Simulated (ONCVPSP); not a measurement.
**Before and after: ONCV potential for germanium**

ONCVPSP 4.0.1 input, shortened (lines: element, Z, core and valence counts, functional; n l f; lmax; l rc ep ncon nbas qcut; lloc lpopt rc5 dvloc0; l nproj debl; icmod fcfact rcfact), BLYP, fully relativistic:

```
  Ge 32.00    6    2  -106131      upf
    1    0    2.00
    2    0    2.00
    2    1    6.00
    3    0    2.00
    3    1    6.00
    3    2   10.00
    4    0    1.50
    4    1    2.50
    1
    0    1.75    0.00    4    9    3.30
    1    2.15    0.00    4    9    3.50
    4    5    1.35    0.00
    0    2    2.50
    1    2    2.70
    0    0.00    0.00
```

Open shells are filled in proportion to 2j + 1.

All-electron outer shells of the reference configuration (BLYP, scalar-relativistic, ld1.x):

| shell | level (eV) | outermost node (bohr) | outermost maximum (bohr) |
| --- | --- | --- | --- |
| 3p | -116.28 | 0.23 | 0.54 |
| 3d | -30.06 | – | 0.50 |
| 4s | -12.16 | 0.77 | 1.73 |
| 4p | -4.13 | 0.82 | 2.16 |

Change: s: qcut 2.9.

Cutoffs: the cutoffs (Ha) at which the residual kinetic energy of the hardest occupied pseudo-wave falls to 1 and 0.1 mHa per electron; they do not see the model core or the augmentation charge, which bear on the density cutoff. Errors are all-electron minus pseudo energies relative to the spin-unpolarised reference configuration.

Problem. Predict the effect on cutoff, ghosts and configuration errors.

Solution. The potential gets harder (27 Ha and 73 Ha → 49 Ha and 76 Ha); the errors of the 4 common tests hardly move; neither file shows a bound ghost.

```csv
quantity,base,changed
"cutoff, loose",27 Ha,49 Ha
"cutoff, tight",73 Ha,76 Ha
loose cutoff by channel,"s 27 Ha, p 3.0 Ha","s 49 Ha, p 3.0 Ha"
bound ghosts,none,none
GHOST(+) flags under 300 eV,s at 106.1 eV,s at 108.0 eV
"error for 4s2 4p2, meV [ΔE -3.98 eV]",+4.0,+4.1
"error for 4s2 4p1, meV [ΔE 3.39 eV]",+20,+21
"error for 4s2 4p0, meV [ΔE 18.85 eV]",+85,+91
"error for 4s1 4p0, meV [ΔE 53.80 eV]",+313,+316
s: phases at 1.78 bohr within 0.05 rad from the reference energy up to (Ha; the scan ends near 5),3.6,3.6
p3/2: phases at 2.18 bohr within 0.05 rad from the reference energy up to (Ha; the scan ends near 5),3.4,3.4
p1/2: phases at 2.18 bohr within 0.05 rad from the reference energy up to (Ha; the scan ends near 5),3.4,3.4
```
